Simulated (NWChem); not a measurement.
Species: HgI cation; SMILES [I][Hg+]

```xyz
2

Hg     0.0000     0.0000    -1.0416
I      0.0000     0.0000     1.5583
```
Atoms are numbered in this order, from 1.

All runs: NWChem. The geometry was optimised at PBE0/def2-SVP. def2 effective core potentials on I, Hg; no spin-orbit coupling. Vertical excitations in the gas phase; the lowest state need not have the same character in each row.

```json
[
 {"level": "B3LYP/def2-SVPD, TDA", "lowest excitation, singlet (eV)": "1.13", "oscillator strength of that lowest state": "0.001", "lowest state with f > 0.02, singlet (eV)": "4.89", "oscillator strength of that bright state": "0.226", "orbital gap (eV)": "2.09"},
 {"level": "Hartree-Fock/def2-SVPD, CIS", "lowest excitation, singlet (eV)": "2.13", "oscillator strength of that lowest state": "0.002", "lowest state with f > 0.02, singlet (eV)": "4.99", "oscillator strength of that bright state": "0.457", "orbital gap (eV)": "7.95"},
 {"level": "BHandHLYP/def2-SVPD, TDA", "lowest excitation, singlet (eV)": "1.43", "oscillator strength of that lowest state": "0.001", "lowest state with f > 0.02, singlet (eV)": "4.99", "oscillator strength of that bright state": "0.340", "orbital gap (eV)": "4.30"}
]
```
